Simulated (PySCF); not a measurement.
A structure optimised at PBE-D3(BJ)/def2-SVP, used in a PySCF frequency run:

```xyz
11

Cl    -0.0017    -2.0148     0.0000
C     -0.0665    -0.2897     0.0000
C     -1.1802     0.4978     0.0000
C     -0.7428     1.8976     0.0000
C      0.6192     1.9611     0.0000
C      1.1734     0.5625     0.0000
H     -2.2197     0.1465     0.0000
H     -1.4303     2.7553     0.0000
H      1.2384     2.8675     0.0000
H      1.8112     0.3527     0.8881
H      1.8112     0.3527    -0.8881
```

Question: Write its SMILES, formula and point group.

Answer: ClC1=CC=CC1, C5H5Cl, Cs

Question: What are its rotational constants (standard atomic weights)?

Answer: 8.2425, 1.9583, 1.5982 GHz
